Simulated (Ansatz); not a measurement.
Consider the formal exchange of groups at a C–Si bond: `C[SiH2]/C=C/[SiH3]` + `[F][SnH]([F])[F]` → `[CH3][Sn]([F])([F])[F]` + `[SiH3]/C=C/[SiH3]`.

Calculated with Ansatz (gas phase, PBE0-D4/def2-TZVP geometries, no zero-point term in ΔE). CCSD(T)/CBS adds triple-zeta CCSD(T) − MP2 to the extrapolated MP2 energy (def2 sets, frozen cores). This one scheme is used for every species. Double bonds are as drawn, so ΔE can hold a change between cis and trans. DFT in def2-TZVPP. B3LYP here is the variant with VWN-RPA as its local correlation; programs differ in this. HSE06 is defined as in plane-wave codes. Elements past krypton have def2 core potentials. For Sn outer-core shells are correlated without core-valence functions, which leaves a few kJ/mol of doubt a bond. One conformer a species, not always the lowest.

`C[SiH2]/C=C/[SiH3]`:

Z-matrix (Å, degrees):
```
C
Si 1 1.871
H 1 1.093 2 110.8
H 1 1.092 2 110.8 3 -120.2
H 1 1.093 2 110.8 3 119.8
C 2 1.867 1 111.3 3 -179.4
H 2 1.491 1 109.2 3 -58.6
H 2 1.490 1 110.8 3 61.0
C 6 1.338 2 123.8 1 -118.1
H 6 1.092 2 118.2 1 61.3
Si 9 1.863 6 123.7 2 179.4
H 9 1.091 6 118.2 2 -0.7
H 11 1.489 9 110.8 6 120.5
H 11 1.487 9 108.9 6 0.1
H 11 1.489 9 110.8 6 -120.2
```

`[F][SnH]([F])[F]`:

Z-matrix (Å, degrees):
```
Sn
F 1 1.891
F 1 1.891 2 105.0
F 1 1.891 2 105.0 3 110.4
H 1 1.682 2 113.7 3 -124.8
```

`[CH3][Sn]([F])([F])[F]`:

Cartesian coordinates in Å:
```
C -0.528 0.180 -1.078
Sn 0.386 -0.132 0.790
F 1.926 0.936 1.090
F -0.735 0.232 2.277
F 0.984 -1.910 1.076
H -0.843 1.220 -1.139
H 0.197 -0.044 -1.859
H -1.387 -0.483 -1.156
```

`[SiH3]/C=C/[SiH3]`:

```xyz
12

Si    0.147   -2.188    0.703
C    -0.143   -0.607   -0.241
C     0.144    0.607    0.241
Si   -0.147    2.188   -0.703
H     1.074   -3.082   -0.043
H     0.734   -1.856    2.027
H    -1.132   -2.924    0.897
H    -0.571   -0.677   -1.243
H     0.572    0.677    1.242
H     1.130    2.929   -0.891
H    -0.729    1.855   -2.030
H    -1.080    3.078    0.041
```

| level | ΔE (kJ/mol) | difference from CCSD(T)/CBS |
| --- | --- | --- |
| r2SCAN-D4 | -5.2 | 6.2 |
| B3LYP-D4 | -8.1 | 3.3 |
| HSE06-D4 | -5.2 | 6.2 |
| B2PLYP | -9.6 | 1.8 |
| r2SCANh | -5.3 | 6.1 |
| r2SCAN0 | -4.8 | 6.6 |
| BHLYP | -7.2 | 4.2 |
| LC-ωPBE | -3.5 | 7.9 |
| MP2/def2-TZVPP | -11.2 | 0.2 |
| CCSD/CBS(def2) | -10.9 | 0.5 |
| CCSD(T)/CBS | -11.4 | 0 |

Largest T1 diagnostic among the species: 0.015.

Leaving LDA and LC-ωPBE aside and taking each functional with its dispersion term where it has one, the values, not all of them listed here, spread over 12.4 kJ/mol, from BLYP-D4 to B97M-V. LDA lies +5.6 kJ/mol from PBE without D4. In def2-TZVPP, CCSD(T) changes the Hartree–Fock value by −3.1 kJ/mol (the triples alone add −0.5 kJ/mol) and MP2 by −4.6 kJ/mol.
